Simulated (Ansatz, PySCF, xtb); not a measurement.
Bond stretch in LiCl, singlet.

- GFN1-xTB (xtb)
- UKS-PBE0 = unrestricted PBE0/cc-pVDZ (Ansatz, an electronic-structure program)
- RCCSD = CCSD on RHF/cc-pVDZ, frozen core run with Ansatz
- RMP2/6-31G* = restricted MP2 (frozen core)/6-31G*, spherical d (PySCF)
- UMP2/6-31G* = unrestricted MP2 (frozen core)/6-31G*, spherical d (PySCF)

Energies are in eV, each relative to the lowest point of its own curve near equilibrium.

| R / Å | GFN1-xTB | UKS-PBE0 | RCCSD | RMP2/6-31G* | UMP2/6-31G* |
|---|---|---|---|---|---|
| 1.48 | 3.468 | 3.513 | 3.731 | 3.449 | 3.449 |
| 1.61 | 1.334 | 1.701 | 1.839 | 1.673 | 1.673 |
| 1.70 | 0.591 | 0.945 | 1.044 | 0.935 | 0.935 |
| 1.84 | … | 0.288 | … | 0.291 | 0.291 |
| 1.87 | … | 0.206 | 0.252 | 0.210 | 0.210 |
| 1.94 | 0.000 | 0.075 | 0.103 | 0.078 | 0.078 |
| 2.01 | … | 0.011 | 0.025 | 0.012 | 0.012 |
| 2.09 | 0.081 | 0.000 | 0.000 | 0.000 | 0.000 |
| 2.13 | 0.128 | 0.014 | … | 0.014 | 0.014 |
| 2.23 | 0.269 | 0.093 | 0.075 | 0.095 | 0.095 |
| 2.31 | 0.398 | 0.189 | 0.164 | 0.195 | 0.195 |
| 2.49 | 0.714 | 0.471 | 0.439 | 0.491 | 0.491 |
| 2.70 | 1.097 | 0.854 | 0.825 | 0.892 | 0.892 |
| 3.02 | 1.665 | 1.446 | 1.439 | 1.506 | 1.506 |
| 3.37 | 2.228 | 2.033 | 2.062 | 2.112 | 2.112 |
| 3.66 | 2.637 | 2.455 | 2.518 | 2.547 | 2.547 |
| 4.05 | 3.108 | 2.928 | 3.045 | 3.045 | 3.045 |
| 4.47 | 3.513 | 3.282 | 3.508 | 3.484 | 4.054 |
| 4.99 | 3.873 | 3.555 | 3.954 | 3.919 | 4.346 |
| 5.43 | — | 3.702 | 4.241 | 4.218 | 4.394 |
| 6.09 | — | … | 4.732 | 4.577 | 4.413 |
| 6.95 | — | 3.956 | 5.058 | 4.919 | 4.418 |
| 7.99 | — | 4.033 | 5.359 | 5.180 | 4.419 |

Question: Fill in the missing entries.

Answer: 
- 1.84, GFN1-xTB: 0.087
- 1.84, RCCSD: 0.341
- 1.87, GFN1-xTB: 0.044
- 2.01, GFN1-xTB: 0.016
- 2.13, RCCSD: 0.008
- 6.09, UKS-PBE0: 3.845

Dashes: no converged value, or the column stops at the first point that the program doubted or that broke a chosen test of continuity, which isn't proof of a fault.

The unrestricted determinant behind UKS-PBE0 is spin-contaminated at 4.05 to 7.99 Å (<S²> up to 0.6, against 0.00 for a pure singlet). The T1 diagnostic of CCSD on the restricted reference of RCCSD exceeds 0.045 at 4.99 to 7.99 Å. The restricted form behind RMP2/6-31G* keeps the bonding electrons paired and can't separate into open-shell fragments. The unrestricted determinant behind UMP2/6-31G* is spin-contaminated at 4.47 to 7.99 Å (<S²> up to 1.0, against 0.00 for a pure singlet).
